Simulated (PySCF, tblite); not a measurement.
Compound: C₈H₁₁F.
Cartesian coordinates in Å at the GFN2-xTB level; atoms count from 1:
```
atom  x, y, z in Å
C1    -2.723    0.144    0.535
C2    -1.753   -0.490   -0.458
C3    -0.365    0.086   -0.309
C4     0.835   -0.729   -0.725
C5     2.047    0.054   -1.049
C6     2.451    0.712    0.030
F7     3.488    1.565    0.092
C8     1.637    0.454    1.265
C9     0.551   -0.466    0.741
H10   -3.716   -0.286    0.427
H11   -2.791    1.216    0.368
H12   -2.383   -0.022    1.554
H13   -2.110   -0.319   -1.477
H14   -1.717   -1.569   -0.294
H15   -0.312    1.154   -0.493
H16    0.685   -1.689   -1.195
H17    2.500    0.079   -2.022
H18    2.244   -0.023    2.039
H19    1.240    1.385    1.678
H20    0.187   -1.246    1.393
```

Method used: PBE0/pcSseg-1 in PySCF (dipole) on a GFN2-xTB geometry, gas phase.

Masses are those of the commonest isotopes; rigid-rotor values at the optimised geometry. The values belong to one conformer with, in the numbering `[CH3:1][CH2:2][C@@H:3]1[C@H:4]2[CH:5]=[C:6]([F:7])[CH2:8][C@@H:9]12`, C1–C2–C3–C4 154°.

Q: Give the principal moments of inertia and the rotational constants in MHz.

A: Ia = 118.84, Ib = 570.85, Ic = 615.35 u·Å²; 505379 MHz·u·Å²/I gives A = 4253, B = 885.3, C = 821.3 MHz.

Q: Classify the top.

A: A near-prolate asymmetric top; Ray's κ = -0.963.

Q: What does the inertial defect say?

A: Not planar: Δ = Ic − Ia − Ib = -74.35 u·Å². For a rigid frame Δ = −2 Σ m c², so Σ m c² = 37.17 u·Å² lies off the ab plane: 12.05 from hydrogen and 25.12 from heavier atoms. The atom farthest from that plane is 1.76 Å away.

Q: Give the other two planar moments, Paa and Pbb, and the rms extents of the mass along the axes.

A: Paa = Σ m a² = (Ib + Ic − Ia)/2 = 533.68 and Pbb = Σ m b² = (Ia + Ic − Ib)/2 = 81.67 u·Å². With the mass M = 126.08 u, the rms extents √(P/M) along a, b and c are 2.06, 0.80, 0.54 Å.

Q: List the rotational levels J(Ka,Kc) to J = 4 (K).

A: Above 0(0,0), as E/k:
J = 1: 1(0,1) 0.082, 1(1,1) 0.244, 1(1,0) 0.247
J = 2: 2(0,2) 0.246, 2(1,2) 0.404, 2(1,1) 0.413, 2(2,1) 0.898, 2(2,0) 0.898
J = 3: 3(0,3) 0.491, 3(1,3) 0.645, 3(1,2) 0.664, 3(2,2) 1.144, 3(2,1) 1.144, 3(3,1) 1.960, 3(3,0) 1.960
J = 4: 4(0,4) 0.818, 4(1,4) 0.967, 4(1,3) 0.997, 4(2,3) 1.472, 4(2,2) 1.472, 4(3,2) 2.287, 4(3,1) 2.287, 4(4,1) 3.429, 4(4,0) 3.429
The levels of one J sum to (2J + 1)J(J + 1)(A + B + C)/3.

Q: Which lines would a microwave search look for?

A: The dipole components are |μa| = 1.76 D, |μb| = 0.06 D, |μc| = 0.63 D. The squared components, which scale the intensities, stand as 1.00 : 0.00 : 0.13 (a : b : c). Some lines, for components of 0.1 D or more:

```tsv
type	branch	J(Ka,Kc)	MHz	lower level (cm⁻¹)
a	Q	3(1,2) ← 3(1,3)	384	0.449
a	R	2(1,2) ← 1(1,1)	3349	0.169
a	R	2(0,2) ← 1(0,1)	3412	0.057
a	R	2(1,1) ← 1(1,0)	3477	0.171
a	R	3(1,3) ← 2(1,2)	5023	0.281
a	R	3(2,1) ← 2(2,0)	5123	0.624
a	R	3(1,2) ← 2(1,1)	5215	0.287
c	R	2(1,1) ← 1(0,1)	6908	0.057
c	R	2(2,0) ← 1(1,0)	13580	0.171
c	R	2(2,1) ← 1(1,1)	13643	0.169
c	R	3(3,1) ← 2(2,1)	22117	0.624
```

Q: Estimate the classical rotational partition function at 10 K, 50 K and 100 K.

A: Point group C1, symmetry number σ = 1; q = (√π/σ)·√((kT/h)³/(ABC)), k/h = 20836.6 MHz/K: 3030 at 10 K, 33900 at 50 K, 95900 at 100 K.

Its GFN2-xTB frequencies are all real (lowest 73 cm⁻¹). Zero-point vibration and centrifugal distortion are left out. A rigid rotor knows nothing of internal rotation, which can split or shift real lines.

The run took 36 s on one thread, Arm Neoverse V1, shared host. This is the PBE0/pcSseg-1 job that gave the dipole, with the shieldings it also computed.
